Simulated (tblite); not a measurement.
Calculated harmonic vibrations of the isolated species, GFN2-xTB (tblite), most abundant isotopes, no scaling. Errors from tens to a few hundred cm⁻¹ against measured bands are possible. Modes of hydrogen on phosphorus can be 10 to 20 % off. One conformer each. Thermal functions are those of the rigid rotor and harmonic oscillator, without mixing of conformers.

Task: Order these by their heat capacity Cp at 298.15 K, highest first (cal/(mol K)).
A. `C=C[PH+](CCC)CCC`
B. `CN[P+]1(C)C=CC=C1`
C. `CCCn1cc(C=O)nn1`
D. `C=CPCC(C)(C)C`
E. `C[C@@H]1P[C@H]1C(C)(C)C`

Result: A (48.9), D (43.0), E (41.6), B (38.2), C (36.7).

| SMILES | atoms | mass (u) | symmetry number | modes under 300 cm⁻¹ | ZPE (kcal/mol) | S translation (cal/(mol K)) | S rotation | S vibration | S | Cp |
| --- | --- | --- | --- | --- | --- | --- | --- | --- | --- | --- |
| C=C[PH+](CCC)CCC | 27 | 145.11 | 1 | 12 | 148.8 | 40.9 | 30.2 | 41.8 | 112.8 | 48.9 |
| C=CPCC(C)(C)C | 23 | 130.09 | 1 | 9 | 124.8 | 40.5 | 29.4 | 33.1 | 103.0 | 43.0 |
| C[C@@H]1P[C@H]1C(C)(C)C | 23 | 130.09 | 1 | 9 | 126.2 | 40.5 | 29.0 | 28.8 | 98.4 | 41.6 |
| CN[P+]1(C)C=CC=C1 | 19 | 128.06 | 1 | 7 | 96.9 | 40.5 | 28.6 | 26.6 | 95.7 | 38.2 |
| CCCn1cc(C=O)nn1 | 19 | 139.07 | 1 | 7 | 94.0 | 40.7 | 29.7 | 28.7 | 99.2 | 36.7 |

Entropies and Cp are for 298.15 K and 1 bar.
